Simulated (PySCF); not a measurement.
Gas-phase reaction: 2 GeCl2 + GeH3Cl = 2 GeHCl + GeHCl3, at 1600 K and a standard pressure of 1 bar. Level: PBE/def2-TZVP†.

Computed with PySCF and rigid-rotor harmonic-oscillator thermochemistry at 1 bar. † marks an energy on the PBE0/def2-TZVP geometry and frequencies. All species are closed-shell singlets. Ge: all electrons, no relativistic terms. GeHCl: computed as isolated molecules; such fragments, hydroxides, amides, oligomers or adducts are transient or little studied in the gas. The harmonic model lacks anharmonicity and excited electronic states, which grow with temperature; levels with a mode under 35 cm⁻¹ are left out.

```
species       E (Ha)  H(1600 K) − E (kJ/mol)  S°(1600 K) (J/mol/K)
-------  -----------  ----------------------  --------------------
GeCl2    -2996.83633                    93.4                 390.8
GeH3Cl   -2538.53683                   187.8                 397.4
GeHCl    -2537.32664                    96.8                 348.7
GeHCl3   -3457.49768                   178.5                 490.5
```
E: electronic energy; H − E holds the zero-point and thermal terms. 1 Ha = 2625.5 kJ/mol.

Problem. Work out ΔH°, ΔS°, ΔG° and log10 K from these numbers.

Solution. 1. ΔE = 2×(-2537.32664) + 1×(-3457.49768) − 2×(-2996.83633) − 1×(-2538.53683) = 0.05853 Ha = 153.7 kJ.
2. Δ(H − E) = 2×(96.8) + 1×(178.5) − 2×(93.4) − 1×(187.8) = -2.5 kJ, so ΔH° = 151.2 kJ.
3. ΔS° = 2×(348.7) + 1×(490.5) − 2×(390.8) − 1×(397.4) = 8.9 J/K; the number of gas molecules stays the same.
4. ΔG° = ΔH° − TΔS° = 151.2 − 1600×(8.9)/1000 = 137.0 kJ.
5. log10 K = −ΔG°/(RT ln 10) = -4.47, with RT ln 10 = 30.63 kJ/mol; at standard pressures the reactants are favoured.
6. A shift of 10 kJ in ΔE would move log10 K by 0.33 here.
For scale, ΔH°(298 K) is 148 kJ at this level, 132 kJ at ωB97M-V/def2-TZVP†, and runs from 114 to 152 kJ over the 20 levels computed.
